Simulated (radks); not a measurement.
Values are calculated unless marked as measured or tabulated.
Task: Excited configurations of the thallium ion Tl3+: one electron is placed in a higher orbital outside [Xe] 4f14 5d9. The ground configuration is [Xe] 4f14 5d10. Level of theory: non-relativistic Kohn-Sham, TPSS, spin-polarised, spherical densities, point nucleus; open shells are filled with parallel spins first (spin-orbit coupling, left out, can overturn this in heavy ions); meta-GGA in the generalised Kohn-Sham scheme; relativity is left out, which matters for an element this heavy (a radial shooting solver on a logarithmic mesh with Libxc functionals). Excitation = E - E(ground); binding = E(ion) - E, where the ion is the core of charge +4; n* = 4/sqrt(2 binding) in atomic units, and the quantum defect is n - n*.

outer orbital  excitation (eV)  binding (eV)     n*  quantum defect  eigenvalue (eV)  <r> (bohr)
5f                      37.565        15.247  3.779           1.221          -12.400       3.601
6s                      15.775        37.037  2.424           3.576          -32.773       2.355
6p                      23.404        29.408  2.721           3.279          -25.735       2.698
6d                      33.666        19.146  3.372           2.628          -16.695       3.716
6f                      42.462        10.350  4.586           1.414           -8.918       6.441
7p                      37.099        15.714  3.722           3.278          -14.021       5.168
7f                      45.612         7.200  5.499           1.501           -6.359       10.08

Estimate the row for 7d.

Result: excitation (eV) 41.217; binding (eV) 11.595; n* 4.333; quantum defect 2.667; eigenvalue (eV) -10.230; <r> (bohr) 6.594. The Delta-SCF ionisation energy is 52.812 eV (NIST Atomic Spectra Database: 51.14 eV, measured). Self-interaction in the functional shifts the binding energies and quantum defects, so they are the method's values and not measured ones. Relativity is left out here, which matters for elements this heavy. Open shells are spherical and high-spin; term and fine-structure splittings are not resolved.
